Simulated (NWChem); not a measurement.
A series in which one site is exchanged, each optimised at PBE0/def2-SVP with NWChem, gas phase unless a solvent is named. All stand in one matching conformer (torsions within 35°), which need not be the lowest. This build's default masses of Se (78.918 u) and Br (79.917 u) are each other's, which moves their modes by up to 0.6 %. Some are not confirmed as minima by frequencies. def2 effective core potentials on Te; no spin-orbit coupling.

A: [SeH][Be][CH3] (CH4BeSe; site = Be)
B: C[Se][SeH] (CH₄Se₂; site = Se)
C: [Te](C)[SeH] (CH4SeTe; site = Te)

Values for A:

| Property | Value |
|---|---|
| dipole (D), PBE0/def2-SVP | 1.07 |
| vertical ionisation energy, ΔSCF, PBE0/def2-SVP (eV) | 9.54 |
| static polarisability, PBE0/def2-SVPD (bohr³) | 58.5 |
| lowest singlet excitation, PBE0/def2-SVPD, TDA (eV) | 5.04 |

Question: How do these values change for the other members?

Answer: 
| change from A | B | C |
|---|---|---|
| dipole (D), PBE0/def2-SVP | +0.53 | +0.47 |
| vertical ionisation energy, ΔSCF, PBE0/def2-SVP (eV) | -0.73 | -1.27 |
| static polarisability, PBE0/def2-SVPD (bohr³) | +13.5 | +27.6 |
| lowest singlet excitation, PBE0/def2-SVPD, TDA (eV) | -1.27 | -1.92 |
